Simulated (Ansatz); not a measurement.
Born–Oppenheimer molecular dynamics of GaH₄N (6 atoms, charge 0, multiplicity 1). It starts from a relaxed structure.

Computed with RKS PBE0-D4/def2-SVP in Ansatz.

```
ensemble                      : NVE (velocity Verlet)
time step                     : 1 fs
steps asked                   : 166
starting velocities drawn for : 500 K
seed                          : 28865
```

Frames 2 fs apart, positions in Å, forces in eV/Å.

Velocities at 100 fs (Å/ps):

```
Ga -0.36 -0.46 0.41
H 2.12 22.28 -7.05
N -1.08 1.81 0.68
H 3.75 -28.62 -6.16
H 25.76 18.93 -24.13
H 8.41 -5.75 -0.56
```

```xyz
6
Properties=species:S:1:pos:R:3:forces:R:3 time_fs=100 energy_less_start_eV=0.095 T=327
Ga 0.014 0.004 -0.009 0.25 -0.45 0.01
H 0.090 -0.600 1.430 -0.12 0.09 0.05
N 1.588 0.003 -0.907 0.71 -1.04 1.69
H 2.467 -0.485 -0.665 -0.82 0.49 0.09
H 1.654 0.343 -1.819 0.08 0.70 -1.91
H -1.220 0.429 -0.852 -0.11 0.21 0.06
6
Properties=species:S:1:pos:R:3:forces:R:3 time_fs=102 energy_less_start_eV=0.130 T=265
Ga 0.014 0.003 -0.008 0.31 -0.25 -0.33
H 0.093 -0.554 1.419 -0.08 -0.11 0.44
N 1.587 0.005 -0.904 1.52 -0.02 -1.69
H 2.455 -0.530 -0.676 -1.11 0.75 0.03
H 1.705 0.387 -1.885 -0.36 -0.64 1.59
H -1.206 0.422 -0.852 -0.28 0.27 -0.04
6
Properties=species:S:1:pos:R:3:forces:R:3 time_fs=104 energy_less_start_eV=0.170 T=192
Ga 0.013 0.002 -0.007 0.35 -0.09 -0.59
H 0.092 -0.513 1.424 -0.06 -0.20 0.59
N 1.591 0.008 -0.906 0.48 0.91 -2.52
H 2.405 -0.549 -0.686 0.13 0.04 0.34
H 1.743 0.410 -1.897 -0.59 -0.92 2.22
H -1.203 0.425 -0.854 -0.31 0.27 -0.04
6
Properties=species:S:1:pos:R:3:forces:R:3 time_fs=106 energy_less_start_eV=0.098 T=315
Ga 0.013 0.001 -0.007 0.35 0.02 -0.60
H 0.088 -0.479 1.451 -0.06 -0.17 0.35
N 1.595 0.012 -0.914 -0.93 0.52 -0.19
H 2.360 -0.567 -0.682 1.09 -0.64 0.62
H 1.760 0.400 -1.832 -0.27 0.08 -0.25
H -1.211 0.438 -0.857 -0.19 0.19 0.06
6
Properties=species:S:1:pos:R:3:forces:R:3 time_fs=108 energy_less_start_eV=0.184 T=170
Ga 0.013 0.000 -0.007 0.25 0.10 -0.40
H 0.083 -0.452 1.490 -0.06 -0.08 -0.09
N 1.597 0.018 -0.923 -0.70 -1.62 3.35
H 2.350 -0.605 -0.656 0.13 0.19 0.17
H 1.767 0.394 -1.780 0.38 1.33 -3.23
H -1.226 0.459 -0.857 0.00 0.09 0.20
6
Properties=species:S:1:pos:R:3:forces:R:3 time_fs=110 energy_less_start_eV=0.119 T=274
Ga 0.013 -0.001 -0.007 0.06 0.20 -0.18
H 0.075 -0.427 1.527 -0.05 -0.02 -0.46
N 1.597 0.020 -0.923 0.53 -0.93 0.71
H 2.347 -0.637 -0.625 -0.58 0.96 -0.37
H 1.786 0.431 -1.831 -0.12 -0.20 0.01
H -1.240 0.482 -0.850 0.16 -0.01 0.29
6
Properties=species:S:1:pos:R:3:forces:R:3 time_fs=112 energy_less_start_eV=0.223 T=92
Ga 0.013 -0.003 -0.007 -0.04 0.31 -0.07
H 0.065 -0.404 1.546 -0.03 -0.03 -0.61
N 1.599 0.019 -0.922 0.42 0.45 -1.53
H 2.325 -0.634 -0.606 -0.05 0.63 -0.37
H 1.800 0.462 -1.887 -0.51 -1.30 2.28
H -1.250 0.506 -0.832 0.21 -0.06 0.29
6
Properties=species:S:1:pos:R:3:forces:R:3 time_fs=114 energy_less_start_eV=0.159 T=206
Ga 0.013 -0.003 -0.008 0.05 0.41 -0.12
H 0.055 -0.382 1.542 0.01 -0.10 -0.50
N 1.601 0.020 -0.924 -0.87 0.90 -1.04
H 2.302 -0.609 -0.599 0.99 -0.27 0.06
H 1.796 0.447 -1.864 -0.33 -0.88 1.40
H -1.251 0.528 -0.802 0.16 -0.06 0.20
6
Properties=species:S:1:pos:R:3:forces:R:3 time_fs=116 energy_less_start_eV=0.168 T=189
Ga 0.013 -0.004 -0.008 0.23 0.49 -0.29
H 0.044 -0.364 1.520 0.05 -0.22 -0.17
N 1.602 0.022 -0.928 -1.52 -0.94 2.79
H 2.314 -0.591 -0.592 0.81 -0.19 0.09
H 1.781 0.402 -1.795 0.42 0.87 -2.46
H -1.246 0.547 -0.766 0.01 -0.02 0.03
6
Properties=species:S:1:pos:R:3:forces:R:3 time_fs=118 energy_less_start_eV=0.134 T=250
Ga 0.013 -0.004 -0.009 0.33 0.53 -0.49
H 0.036 -0.354 1.492 0.09 -0.34 0.27
N 1.598 0.023 -0.925 -0.36 -1.43 2.64
H 2.354 -0.579 -0.582 -0.19 0.53 -0.26
H 1.780 0.385 -1.808 0.28 0.67 -2.03
H -1.241 0.566 -0.728 -0.15 0.04 -0.14
6
Properties=species:S:1:pos:R:3:forces:R:3 time_fs=120 energy_less_start_eV=0.140 T=245
Ga 0.014 -0.004 -0.010 0.25 0.54 -0.53
H 0.031 -0.357 1.474 0.11 -0.41 0.55
N 1.593 0.019 -0.916 0.87 -0.03 -1.24
H 2.389 -0.549 -0.581 -0.51 0.61 -0.29
H 1.788 0.391 -1.891 -0.51 -0.78 1.75
H -1.242 0.586 -0.695 -0.21 0.07 -0.24
6
Properties=species:S:1:pos:R:3:forces:R:3 time_fs=122 energy_less_start_eV=0.162 T=209
Ga 0.014 -0.004 -0.011 0.12 0.50 -0.32
H 0.030 -0.376 1.476 0.11 -0.37 0.44
N 1.591 0.016 -0.910 0.54 0.64 -2.35
H 2.406 -0.497 -0.590 0.02 0.09 0.09
H 1.778 0.371 -1.916 -0.67 -0.88 2.38
H -1.250 0.608 -0.672 -0.12 0.02 -0.24
```

Of the whole run (166 fs, mean temperature of the second half 256 K): The conserved energy stayed within 2.8 meV per atom of its start (net change 2 meV per atom), so the integration is sound. Over the second half the temperature averaged 0.51 of the 500 K drawn at the start: a run that starts near a minimum puts about half its kinetic energy into the potential. A run of 0.17 ps of so small a system gives no equilibrium averages.

The run took 4.1 min on 1 thread of Arm Neoverse V2, with other jobs on the host, peak memory 0.12 GiB.
